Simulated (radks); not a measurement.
Values are calculated unless marked as measured or tabulated.
Problem. Isoelectronic series with 31 electrons, each ion in its NIST ground configuration. Level of theory: Dirac Kohn-Sham, PBE, spin-unpolarised, spherical densities, finite nucleus; open shells fill j = l - 1/2 first; Fermi nuclear charge, rms radius of each element as measured or else 0.836 A^(1/3) + 0.57 fm (a radial shooting solver on a logarithmic mesh with Libxc functionals). Total energies (hartree) and orbital eigenvalues (eV) (* marks an orbital that is empty in some or all of the ions):

ion,configuration,E (hartree),4p3/2*,4p1/2,4s1/2,3d5/2,3d3/2
Ga,[Ar] 3d10 4s2 4p1,-1944.01089,-2.5075,-2.6224,-8.8996,-18.8955,-19.3570
Kr5+,[Ar] 3d10 4s2 4p1,-2783.51303,-69.7577,-70.8434,-87.2501,-154.4463,-155.7660
Nb10+,[Ar] 3d10 4s2 4p1,-3789.52956,-187.1274,-190.2836,-216.3025,-375.8607,-378.8222
Pd15+,[Ar] 3d10 4s2 4p1,-4964.97112,-349.8219,-356.6963,-392.3837,-675.9215,-681.6757
Sb20+,[Ar] 3d10 4s2 4p1,-6314.03734,-556.8745,-569.8123,-615.3771,-1052.821,-1062.958
Pm30+,[Ar] 3d10 4s2 4p1,-9555.0112,-1103.557,-1139.314,-1205.586,-2034.593,-2060.402
Dy35+,[Ar] 3d10 4s2 4p1,-11460.7316,-1443.558,-1498.434,-1575.668,-2638.963,-2677.328
Lu40+,[Ar] 3d10 4s2 4p1,-13568.1902,-1828.469,-1909.633,-1998.328,-3318.876,-3373.927

Estimate the row of Ba25+ ([Ar] 3d10 4s2 4p1).

Solution. E (hartree) -7841.9467; 4p3/2* -808.0852; 4p1/2 -830.2964; 4s1/2 -886.0327; 3d5/2 -1505.826; 3d3/2 -1522.451.
